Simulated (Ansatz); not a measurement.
C2S, SMILES `[C]=C=S` (lower triplet) (charge 0, multiplicity 3). The linear singlet lies higher and needs more than one determinant, so no gap is given.

Cartesian coordinates (Å):
```xyz
3

C     -1.3946     0.0071     0.0000
C     -0.0861    -0.0123     0.0000
S      1.4792    -0.0335     0.0000
```
Charge 0, spin multiplicity 3.

Frozen-core energies in cc-pVDZ from Ansatz (a program for electronic structure) at a geometry from B3LYP-D3(BJ)/def2-TZVP; the HF reference has <S^2> = 2.11 and the T1 diagnostic is 0.027.

| level | energy (Ha) | difference from CCSDT(Q) (mHa) |
|---|---|---|
| HF | -473.13104 | 374.20 |
| MP2 | -473.45301 | 52.23 |
| CCSD | -473.48478 | 20.45 |
| CCSD(T) | -473.50177 | 3.47 |
| CCSDT | -473.50349 | 1.75 |
| CCSDT(Q) | -473.50524 | 0.00 |
